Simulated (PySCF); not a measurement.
Species: C₇H₅FO.
SMILES: `C(=O)c1c(cccc1)F`

Computed, not measured: PySCF 2.14.0, density-fitted response routines, TDDFT CAM-B3LYP/def2-SVPD, vertical, gas phase, core orbitals frozen in the response. Isolated species at its GFN2-xTB geometry (one conformer only). Torsions of this conformer, `[O:1]=[CH:2][c:3]1[cH:4][cH:5][cH:6][cH:7][c:8]1[F:9]`: O1–C2–C3–C4 0°.

Problem. Predict the UV-vis stick spectrum at this level.

Solution. 

```tsv
state	E (eV)	E (hartree)	f	symmetry	main configurations (H = HOMO, L = LUMO)
S1	3.81	0.1399	0.0002	–	H-1→L (89%), H-1→L+4 (10%)
S2	4.89	0.1796	0.052	A′	H→L (79%), H-2→L+1 (11%)
S3	5.46	0.2005	0.240	A′	H-2→L (83%)
S4	6.66	0.2447	0.213	A′	H→L+1 (62%), H-2→L+1 (17%)
S5	6.74	0.2476	0.0001	–	H-1→L+1 (96%)
S6	6.83	0.2511	0.441	A′	H-2→L+1 (59%), H→L+1 (23%)
S7	7.21	0.2651	0.0018	–	H-3→L (80%), H-1→L+4 (13%)
S8	7.42	0.2728	0.0002	–	H-1→L+4 (54%), H-5→L (17%), H-3→L (15%)
```

Triplets, Tamm–Dancoff:

```
state  E (eV)  λ (nm)  main configurations (H = HOMO, L = LUMO)
   T1    3.28   377.8                H-1→L (85%), H-1→L+4 (12%)
   T2    3.66   339.1        H-2→L (57%), H→L (27%), H→L+1 (8%)
   T3    4.09   303.5                    H→L (67%), H-2→L (24%)
```

The lowest singlet lies at 3.81 eV (326 nm, ultraviolet) and is dark (f under 0.0005); its leading configuration is HOMO-1→LUMO (89%). The strongest level in the table is S6 at 6.83 eV (181 nm, f = 0.441). Löwdin shares by element: HOMO carbon 53% or more, fluorine 10% (atoms not listed hold the other 36%); LUMO carbon 46% or more, oxygen 18% (atoms not listed hold the other 36%). The listed states span 3.61 eV, and the widest gap between neighbours is 1.20 eV (S3 to S4). Of the 8 states listed, 4 reach f = 0.01 and 3 stay under 0.0005. The oscillator strengths of these states sum to 0.949; summed over the whole spectrum of an exact calculation they would give the number of electrons, 64 (Thomas–Reiche–Kuhn). Symmetry labels in Cs follow from the direction of the transition dipole and are given only for states with f of 0.002 or more. Singlets were solved by full linear response, triplets in the Tamm–Dancoff approximation.
